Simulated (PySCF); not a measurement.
NaSb and its ions

PBE0; basis Na cc-pVDZ, Sb cc-pVDZ-PP with ECP28; scalar-relativistic core potentials; PySCF 2.14. Neutral (UKS): triplet (π ↑↑), Re = 2.929 Å, ωe = 204 cm⁻¹, De = 1.18 eV, HOMO -4.35 eV, LUMO -1.82 eV.

NaSb⁺ (UKS): quartet (σ ↑, π ↑↑), Re = 3.350 Å, ωe = 104 cm⁻¹, De = 0.33 eV to Na⁺ + Sb. The energies at the minima are -402.43548 hartree for NaSb and -402.21075 for NaSb⁺.

(1) Work out the adiabatic ionisation energy, without and with harmonic zero-point energies (1 hartree = 27.2114 eV, 1 eV = 8065.5 cm⁻¹), and the change of the bond length.

Weak bonds: NaSb⁺. Basis-set superposition, not corrected here, can be much of De in a small basis, most of all at correlated wavefunction levels. Spin–orbit coupling is left out, which matters for elements this heavy, above all for dissociation energies. For an ion De counts to the pair picked by the measured ionisation energies or electron affinities, which need not be the lowest pair at this level. States were picked by a PBE0 search and need not be the measured ground states.

## Answers

(1) At PBE0: 0.22473 hartree = 6.115 eV between the minima; the zero-point term (104.0 − 204.0)/2 cm⁻¹ = -0.006 eV makes it 6.109 eV. Re changes by +42.1 pm against the neutral. The electron leaves a σ orbital, and the ion is left as a loose complex of an ion and an atom.
